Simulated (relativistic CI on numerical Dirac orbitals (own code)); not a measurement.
Energy levels of As24+

These numbers are calculated, not measured: Dirac-Coulomb-Breit CI, separate exchange-only KLI orbitals for each configuration, QED by a radiative potential, unscaled Slater integrals (own radial code, finite nucleus).

Configuration list (outside the closed core 1s2): 2s2 2p5, 2s 2p6, 2p6 3s, 2p6 3p, 2p6 3d, 2s2 2p4 3s, 2s2 2p4 3p, 2s2 2p4 3d, 2s 2p5 3s, 2s 2p5 3p, 2s 2p5 3d, 2s2 2p4 4s, 2s2 2p4 4p, 2s2 2p4 4d, 2s2 2p4 4f, 2s 2p5 4s, 2s 2p5 4p, 2s 2p5 4d, 2s2 2p3 3s2, 2s 2p5 4f, 2s2 2p4 5s, 2s2 2p4 5p, 2s2 2p4 5d, 2s2 2p3 3s 3p, 2s2 2p4 5f, 2s2 2p4 5g, 2s2 2p3 3p2, 2s2 2p3 3s 3d, 2s2 2p3 3p 3d, 2s 2p4 3s2, 2s 2p4 3s 3p, 2s2 2p3 3d2, 2s 2p5 5s, 2s 2p5 5p, 2s 2p4 3p2, 2s 2p5 5d. Levels of other configurations are missing.

The lowest level is 2s2 2p5 2P°_3/2, with 100 % of that term; Hund's rules for 2s2 2p5 give 2P° with J = 3/2, in agreement.

```tsv
No.	Configuration	Term	J	E (Ry)	%	Landé g	Lifetime (s)
1	2s2 2p5	2P°	3/2	0.000	100	1.328	
2	2s2 2p5	2P°	1/2	2.755	100	0.658	2.03e-06
3	2s 2p6	2S	1/2	14.772	100	1.994	4.75e-12
4	2s2 2p4 3s	4P	5/2	102.603	83	1.528	1.81e-12
5	2s2 2p4 3s	2P	3/2	102.937	61	1.293	1.64e-13
6	2s2 2p4 3s	4P	1/2	103.940	47	2.159	4.31e-13
7	2s2 2p4 3s	4P	3/2	105.208	80	1.645	5.53e-13
8	2s2 2p4 3s	2P	1/2	105.471	71	1.218	1.51e-13
9	2s2 2p4 3p	4P°	3/2	105.768	46	1.571	8.72e-11
10	2s2 2p4 3p	4P°	5/2	105.893	34	1.354	1.01e-10
11	2s2 2p4 3s	2D	5/2	106.137	83	1.262	3.20e-13
12	2s2 2p4 3s	2D	3/2	106.229	78	0.912	2.23e-13
13	2s2 2p4 3p	2P°	1/2	106.461	59	1.337	7.12e-11
14	2s2 2p4 3p	2D°	5/2	106.514	53	1.304	7.11e-11
15	2s2 2p4 3p	4D°	7/2	106.569	82	1.372	8.04e-11
16	2s2 2p4 3p	4D°	1/2	107.213	41	0.681	3.06e-11
17	2s2 2p4 3p	2D°	3/2	107.544	35	1.365	2.36e-11
18	2s2 2p4 3p	4D°	3/2	107.924	46	1.319	5.28e-11
19	2s2 2p4 3p	4P°	1/2	108.278	62	2.032	1.63e-10
20	2s2 2p4 3p	2P°	3/2	108.638	46	1.285	5.75e-11
21	2s2 2p4 3p	4D°	5/2	109.064	58	1.385	8.01e-11
22	2s2 2p4 3p	2S°	1/2	109.280	35	1.240	7.28e-11
23	2s2 2p4 3s	2S	1/2	109.306	56	1.949	2.60e-13
24	2s2 2p4 3p	2F°	5/2	109.323	67	0.980	9.58e-11
25	2s2 2p4 3p	2D°	3/2	109.329	54	1.288	5.28e-11
26	2s2 2p4 3p	2F°	7/2	109.977	81	1.191	6.38e-11
27	2s2 2p4 3p	2D°	3/2	110.047	52	1.096	1.84e-11
28	2s2 2p4 3p	2D°	5/2	110.291	80	1.183	5.29e-11
29	2s2 2p4 3d	4D	5/2	110.446	61	1.302	5.77e-11
30	2s2 2p4 3p	2P°	3/2	110.450	73	1.256	8.34e-12
31	2s2 2p4 3d	4D	3/2	110.482	47	1.221	5.91e-12
32	2s2 2p4 3d	4D	7/2	110.509	61	1.336	8.46e-11
33	2s2 2p4 3d	2P	1/2	110.600	44	1.025	2.68e-12
34	2s2 2p4 3d	4F	9/2	110.752	81	1.287	8.63e-11
35	2s2 2p4 3d	2F	7/2	110.831	61	1.109	6.76e-11
36	2s2 2p4 3d	4P	1/2	111.153	49	1.877	6.16e-14
37	2s2 2p4 3p	2P°	1/2	111.264	81	0.681	4.03e-12
38	2s2 2p4 3d	2D	3/2	111.403	47	1.221	5.66e-14
39	2s2 2p4 3d	2F	5/2	111.621	36	1.168	4.19e-14
40	2s2 2p4 3d	4F	3/2	112.040	43	0.743	8.55e-14
41	2s2 2p4 3d	4F	5/2	112.200	37	1.170	7.80e-14
42	2s2 2p4 3d	4D	1/2	112.906	70	0.313	2.99e-12
43	2s2 2p4 3p	2P°	1/2	113.131	80	0.664	3.60e-11
44	2s2 2p4 3d	4D	3/2	113.189	38	1.118	4.50e-13
45	2s2 2p4 3p	2P°	3/2	113.214	59	1.323	1.71e-11
```

Energies count from the lowest computed level; ° marks odd parity; lifetimes are radiative, by E1, M1, E2, M2 decay to levels of this space only.

The mean weight of the leading LS term, summed over parents, in these 45 levels is 61 %, and that of the leading jj configuration (from the same eigenvectors) 88 %, so jj coupling describes them better and the LS labels are nominal.

At this charge energies of transitions that change n are usually good to better than 1 %, and those within a shell (Δn = 0) to a few per cent.

LS names give the leading component of a level, which can be under half, so a name can repeat, a term be missing and a line seem to break the LS rules.
